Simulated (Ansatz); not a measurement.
Ansatz (an electronic-structure program) input (PBE-QIDH/def2-TZVPD):

Ansatz 0.2 input:
```yaml
crystal:
  periodic: [false, false, false]
  atoms:
    - {symbol: C, position_ang: [1.86665065, -1.68166282, -0.35064587]}
    - {symbol: Ge, position_ang: [0.10362404, -0.85722969, -0.15829328]}
    - {symbol: C, position_ang: [-1.41202166, -2.07925483, -0.34383308]}
    - {symbol: I, position_ang: [-0.12038096, 0.95960284, -1.93155692]}
    - {symbol: I, position_ang: [-0.02196996, 0.21799495, 2.14900833]}
    - {symbol: H, position_ang: [2.63787478, -0.92425316, -0.23159275]}
    - {symbol: H, position_ang: [1.98723535, -2.44847958, 0.41425215]}
    - {symbol: H, position_ang: [1.94490187, -2.12946200, -1.34108529]}
    - {symbol: H, position_ang: [-2.34143137, -1.52807452, -0.22124619]}
    - {symbol: H, position_ang: [-1.38502919, -2.53326996, -1.33416599]}
    - {symbol: H, position_ang: [-1.34269572, -2.85228755, 0.42117145]}
basis:
  gaussian:
    orbitals: def2-TZVPD
hamiltonian:
  xc: {name: PBE-QIDH}
magnetization: {spin_polarized: false}
correlation: {electrons: outside_noble_gas}
```

Output:

```
Functional definition: PBE-QIDH
integrals: 0.90 GiB planned
2320 factors; integrals over basis functions are off by at most 8.6e-4 eV
0.46 GiB of the device are held for the grids
2.37 GiB of device memory are held for the factors and their scratch space
mean field: 2.72 GiB planned
mean field evaluation 1: about -74849.5446 eV, gradient 4.3e1 eV
mean field evaluation 2: about -74849.5791 eV, gradient 4.3e1 eV
mean field evaluation 4: about -74853.6992 eV, gradient 4.7e0 eV
mean field evaluation 8: about -74853.7303 eV, gradient 4.3e-1 eV
mean field evaluation 16: about -74853.7308 eV, gradient 2.1e-4 eV
mean field -74853.73078842 eV, -2750.8238687933 hartree, gradient 3.6e-6 eV, S^2 0.000000; 0 other end points of the search recorded, 0 dependent functions left out
34 core orbitals not correlated
reference -74853.73080570 eV, -2750.8238694284 hartree; 16, 16 occupied and 250, 250 virtual orbitals, 2320 factors
second order -22.65902094 eV of doubles, -0.00000000 eV of singles
Total energy: -74861.28381268 eV, -2751.1014373154 hartree
```
